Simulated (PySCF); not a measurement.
Estimate the missing entries of this data sheet.

Species: C₈H₉F.
Structure used (PBE0-D3(BJ)/def2-SVP), in Å, numbered top down from 1:
```xyz
18
C8H9F angstrom
C     -0.9318    1.9755   -0.1278
C     -0.0489    0.7614   -0.0988
C      1.2940    0.8411   -0.4770
C      2.1232   -0.2793   -0.4559
C      1.6106   -1.5081   -0.0505
C      0.2736   -1.6069    0.3309
C     -0.5564   -0.4865    0.3098
C     -1.9956   -0.6067    0.7220
F     -2.3134   -1.8817    1.1035
H     -0.3773    2.8626   -0.4623
H     -1.7882    1.8412   -0.8095
H     -1.3509    2.2000    0.8671
H      1.6964    1.8069   -0.7948
H      3.1697   -0.1886   -0.7562
H      2.2502   -2.3935   -0.0298
H     -0.1442   -2.5622    0.6517
H     -2.2146    0.0725    1.5659
H     -2.6623   -0.3175   -0.1110
```

```csv
property,level,value
point group,PBE0-D3(BJ)/def2-SVP,?
"rotational constants A, B, C",PBE0-D3(BJ)/def2-SVP,?
dipole moment,B3LYP/def2-SVPD,?
HOMO energy,B3LYP/def2-SVPD,-6.82 eV
LUMO energy,B3LYP/def2-SVPD,?
lowest singlet excitation,TDDFT B3LYP/def2-SVPD,"5.28 eV (235 nm, f = 0.001)"
strongest line among the 6 lowest singlet transitions,TDDFT B3LYP/def2-SVPD,?
static isotropic polarisability,B3LYP/def2-SVPD,94.1 au
electronic spatial extent ⟨r²⟩ about the centre of nuclear charge,B3LYP/def2-SVPD,1227 bohr²
```

The electronic properties come from PySCF, for the isolated species, density fitting.

Question: What is the strongest line among the 6 lowest singlet transitions?

Answer: S6 at 6.83 eV (182 nm, f = 0.737).

Question: What are the rotational constants A, B, C?

Answer: 2.423, 1.455, 0.919 GHz.

Question: What is the LUMO energy?

Answer: -0.48 eV.

Question: What is the dipole moment?

Answer: 1.87 D.

Question: The point group?

Answer: Cs.

The polarisability is 13.95 Å³ as a volume (1 au = 0.148185 Å³), or 1.43 au for each of the 66 electrons. With B = h/(8π²I), that is 505.379 GHz u Å² over I, the principal moments of inertia are 208.5, 347.4 and 549.6 u Å² (most abundant isotopes). A dipole of 1.87 D is allowed in Cs, and pure rotational transitions are dipole-allowed. The largest Löwdin shares of the HOMO are 0.20 on C2, 0.19 on C5, 0.17 on C7 and 0.17 on C4. The rotational constants make it an asymmetric top with κ = (2B − A − C)/(A − C) = -0.29, nearer the prolate limit (−1). No computed singlet falls in the visible range (750 to 380 nm, 1.65 to 3.26 eV); S1 lies 2.02 eV above its blue end.

For the geometry optimisation (PBE0-D3(BJ)/def2-SVP), cost: about 1.7 min of CPU time on one thread; the machine was shared, so the figure is rough.

One conformer stands for the species.
